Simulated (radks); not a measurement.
A nucleus of charge 11.8 with 11 electrons, 11 electrons, occupied as [Ne] 3s1.

All-electron calculation, non-relativistic Kohn-Sham, PBE, spin-polarised, spherical densities, point nucleus; open shells are filled with parallel spins first. Program: a radial shooting solver on a logarithmic mesh with Libxc functionals.

Energy parts (eV):
| part | energy |
|---|---|
| total | -5220.301 |
| kinetic | 5211.067 |
| electron-nucleus | -12442.301 |
| Hartree | 2439.929 |
| exchange-correlation | -428.995 |

Orbitals (lengths in bohr, moments of r in powers of bohr):
| orbital | occ. | eigenvalue (eV) | <r^2> |
|---|---|---|---|
| 1s up | 1 | -1217.182 | 0.02391 |
| 1s down | 1 | -1217.119 | 0.02391 |
| 2s up | 1 | -81.5402 | 0.6162 |
| 2s down | 1 | -81.4012 | 0.6143 |
| 2p up | 3 | -49.6578 | 0.6491 |
| 2p down | 3 | -49.5047 | 0.6437 |
| 3s up | 1 | -9.8138 | 9.971 |

The highest occupied level is 3s up at -9.814 eV. The density falls to 0.001 e/bohr^3 at r = 3.89 bohr. Virial ratio -V/T = 2.00177. The electron density at the nucleus is 1040 e/bohr^3. Spin moment in Bohr magnetons: 1.
